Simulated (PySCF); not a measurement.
Precursor series Zr F-H. Isolated molecules, 0 K electronic values unless said otherwise.

The HOMO–LUMO gap from two functionals at the same geometries (BP86-D3(BJ)/def2-SVP), both in PySCF: PBE-D3(BJ)/def2-TZVP and B3LYP-D3(BJ)/def2-TZVP. B3LYP has the VWN-RPA correlation part, as in Gaussian. 

```tsv
species	PBE-D3(BJ)/def2-TZVP (eV)	B3LYP-D3(BJ)/def2-TZVP (eV)
0 of 4 F replaced by H ([Zr(F)4])	7.79	10.13
1 of 4 F replaced by H ([Zr(F)3(H)])	4.84	6.70
3 of 4 F replaced by H ([Zr(F)(H)3])	3.91	5.76
4 of 4 F replaced by H	3.69	5.58
```

Over these rows, drawn at random from the members with no instability flagged (it was tested for open shells, ions and some series alone), PBE minus B3LYP-D3(BJ): mean -1.99 eV, from -2.34 eV to -1.85 eV.
